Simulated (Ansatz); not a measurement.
`[CH3][Ga-]([CH3])([Cl])[SeH2+]`, 13 atoms. The species carries charge 0 and has multiplicity 1. Correlated methods include outer-core shells of Ga, Se, which these sets cover unevenly. Scalar relativity is left out up to krypton. All runs use 4 threads of an Arm Neoverse V1 on a shared host. Correlated methods freeze the cores.

Task: How many basis functions does each run have, and how long does it take in Ansatz? RHF-MP2/def2-QZVPP energy; RHF-CCSD(T)/def2-SVP energy; RKS PBE0-D4/def2-TZVP frequencies; RKS ωB97M-V/def2-QZVPP energy; RKS PBE0-D4/def2-QZVPP energy; RKS r2SCAN0-D4/def2-TZVPP energy; RKS LC-ωPBE/def2-TZVPP energy; RKS B97M-V/def2-TZVPP energy; RHF-MP2/def2-TZVPP energy; direct RPA on PBE orbitals/def2-TZVPP energy; RKS PBE0-D4/def2-SVP energy; RKS PBE0-D4/def2-TZVP relaxation (6 steps). (Estimate.)

Result: The calculation gave: Other jobs shared the machine, so times are rough.

| level | job | functions | wall time | peak host memory (GiB) |
| --- | --- | --- | --- | --- |
| RKS PBE0-D4/def2-SVP | energy | 150 | 3.1 s | 0.59 |
| RKS LC-ωPBE/def2-TZVPP | energy | 312 | 6.5 s | 0.85 |
| RHF-MP2/def2-TZVPP | energy | 312 | 11 s | 1 |
| direct RPA on PBE orbitals/def2-TZVPP | energy | 312 | 13 s | 0.92 |
| RKS r2SCAN0-D4/def2-TZVPP | energy | 312 | 15 s | 1.4 |
| RKS B97M-V/def2-TZVPP | energy | 312 | 21 s | 0.68 |
| RKS PBE0-D4/def2-QZVPP | energy | 602 | 31 s | 3.3 |
| RHF-CCSD(T)/def2-SVP | energy | 150 | 45 s | 1.2 |
| RKS ωB97M-V/def2-QZVPP | energy | 602 | 61 s | 3.9 |
| RKS PBE0-D4/def2-TZVP | relaxation (6 steps) | 243 | 64 s | 1 |
| RHF-MP2/def2-QZVPP | energy | 602 | 73 s | 5.3 |
| RKS PBE0-D4/def2-TZVP | frequencies | 243 | 9.1 min | 1 |

LC-ωPBE has ω = 0.4 bohr⁻¹.
